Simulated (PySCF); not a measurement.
Compound: C5H8OS2Si.
Structure used (GFN2-xTB), in Å, numbered top down from 1:
```xyz
17
C5H8OS2Si angstrom
C     -3.802    0.079    0.133
S     -2.409    1.096    0.693
C     -1.054    0.131    0.156
C      0.259    0.459    0.307
C      1.131   -0.523   -0.230
O      2.471   -0.458   -0.214
Si     3.514    0.693    0.277
C      0.464   -1.578   -0.780
S     -1.241   -1.395   -0.651
H     -3.756   -0.038   -0.946
H     -3.766   -0.890    0.622
H     -4.703    0.613    0.417
H      0.602    1.362    0.779
H      4.753   -0.014    0.001
H      3.323    1.006    1.695
H      3.334    1.915   -0.509
H      0.873   -2.447   -1.252
```

NICS is the negative of the GIAO shielding at a point without a nucleus: at the ring centre (0) and 1 Å above and below it (1); zz is the component along the ring normal. Level: GIAO PBE0/pcSseg-1 (PySCF, non-relativistic, gas phase) on the GFN2-xTB geometry, one conformer.

Ring bond lengths (Å), with Mayer bond orders in brackets: C3–C4 1.362 (1.49), C4–C5 1.419 (1.26), C5–C8 1.363 (1.58), C8–S9 1.720 (1.12), S9–C3 1.737 (1.13).

Task: Give the NICS values of each ring in ppm.

Result: 
| ring | type | NICS(0) | NICS(1), two faces | NICS(1)zz, two faces | rms pucker (Å) | centre to ring atoms, mean (Å) |
| --- | --- | --- | --- | --- | --- | --- |
| C3–C4–C5–C8–S9 | 5-membered ring with S; formal bonds all aromatic | -13.3 | -10.2 / -10.2 | -22.4 / -22.3 | 0.00 | 1.29 |

Task: What can be read from them?

Result: 
- C3–C4–C5–C8–S9: mean NICS(1)zz -22.3 ppm, shielded, aromatic by this magnetic criterion (flat ring, no four-coordinate atom).

Task: How equal are the bonds by HOMA? Use HOMA with the parameters of Krygowski (1993).

Result: 
- C3–C4–C5–C8–S9: HOMA 0.78; the largest term is that of S9–C3, α(R − Ropt)² = 0.34. The geometric and the magnetic index point the same way.

Task: What field does 11.7 T along the ring normal induce along that normal at the second NICS(1) probe listed for ring C3–C4–C5–C8–S9, 1 Å off the ring?

Result: NICSzz × B0 = -22.3 ppm × 11.7 T = -261 μT, against the applied field.

Task: Give the inner angles of the rings and the Hirshfeld charges of the ring atoms.

Result: 
- C3–C4–C5–C8–S9: C3 111.5° (-0.051 e), C4 112.5° (-0.109 e), C5 112.8° (+0.055 e), C8 111.9° (-0.124 e), S9 91.2° (+0.103 e); sum 540.0° against 540° for a flat convex ring.

Task: How shielded are the nuclei of the rings and their hydrogens (means over atoms taken as equivalent)?

Result: 
```json
{"atoms": "C3", "environment": "substituted aromatic carbon", "σ isotropic (ppm)": "35.1"}
{"atoms": "C4", "environment": "aromatic CH carbon", "σ isotropic (ppm)": "73.1"}
{"atoms": "C5", "environment": "aromatic carbon bearing oxygen", "σ isotropic (ppm)": "28.3"}
{"atoms": "C8", "environment": "aromatic CH next to a ring sulfur", "σ isotropic (ppm)": "77.8"}
{"atoms": "S9", "environment": "thiophene-type sulfur", "σ isotropic (ppm)": "323.6"}
{"atoms": "H13", "environment": "aromatic hydrogen", "σ isotropic (ppm)": "25.28"}
{"atoms": "H17", "environment": "aromatic hydrogen", "σ isotropic (ppm)": "25.48"}
```
